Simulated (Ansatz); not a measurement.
Program: Ansatz. Geometries: PBE0-D4/def2-TZVP. ΔE: electronic, gas phase. CBS: MP2 limit from def2 TZ/QZ plus the TZ coupled-cluster correction, frozen cores. DFT in def2-TZVPP. For Ge outer-core shells are correlated without core-valence functions, which leaves a few kJ/mol of doubt a bond. Scalar relativity is left out up to krypton. One conformer a species, not always the lowest.

`C=C[SiH2]CN` + `[SH][GeH3]` → `C=C[SiH3]` + `NC[S][GeH3]`  (redistribution)

`C=C[SiH2]CN`:

Z-matrix (Å, degrees):
```
Si
C 1 1.862
C 1 1.891 2 110.8
H 1 1.492 2 108.0 3 -123.2
H 1 1.493 2 109.4 3 118.2
C 2 1.331 1 123.2 3 117.6
H 2 1.090 1 119.2 3 -62.1
N 3 1.467 1 114.7 2 59.8
H 3 1.095 1 109.7 2 -62.6
H 3 1.095 1 109.6 2 -177.7
H 6 1.087 2 121.6 1 0.9
H 6 1.087 2 122.3 1 -179.4
H 8 1.013 3 110.6 1 -61.8
H 8 1.013 3 110.6 1 56.3
```

`[SH][GeH3]`:

```xyz
6

S     1.354   -0.845    0.646
Ge   -0.410    0.372    0.052
H     1.450   -1.477   -0.534
H    -1.593   -0.539   -0.310
H    -0.062    1.273   -1.142
H    -0.738    1.217    1.288
```

`C=C[SiH3]`:

Cartesian coordinates in Å:
```
C 0.310 1.496 -0.226
C 0.646 0.279 0.193
Si -0.494 -1.185 0.080
H -0.663 1.700 -0.663
H 0.989 2.342 -0.152
H 1.638 0.140 0.623
H 0.110 -2.263 -0.751
H -1.778 -0.752 -0.532
H -0.759 -1.756 1.429
```

`NC[S][GeH3]`:

Cartesian coordinates in Å:
```
N -0.120 -1.408 0.221
C -0.465 -0.720 -0.999
S -1.103 0.945 -0.649
Ge 0.512 1.585 0.741
H 0.334 -2.293 0.028
H -0.944 -1.583 0.783
H -1.248 -1.194 -1.604
H 0.432 -0.635 -1.616
H 1.866 1.143 0.164
H 0.415 3.120 0.768
H 0.321 1.041 2.162
```

**Question.** Is it downhill or uphill in electronic energy at CCSD(T)/CBS, and by how much? (Estimate.)

**Answer.** The calculation gave: Uphill: ΔE = +4.8 kcal/mol.

**Question.** What do these levels give: LDA (SPW92), r2SCAN-D4, BHLYP-D4, PBE-QIDH, BLYP, r2SCANh? (Estimate.)

**Answer.** Computed: LDA (SPW92) 4.3, r2SCAN-D4 5.3, BHLYP-D4 4.8, PBE-QIDH 4.8, BLYP 5.7, r2SCANh 5.3 kcal/mol.

Largest T1 diagnostic among the species: 0.011.

At CCSD(T), def2-SVP lies −1.5 kcal/mol from the extrapolated value and def2-TZVPP +0.2 kcal/mol. The D4 term adds −0.8 kcal/mol with B3LYP and −0.3 kcal/mol with PBE0; it sums over pairs of atoms, weighted by their polarisabilities, and B3LYP, whose exchange is more repulsive, gets the larger term.

B3LYP here is the variant with VWN-RPA as its local correlation; programs differ in this.
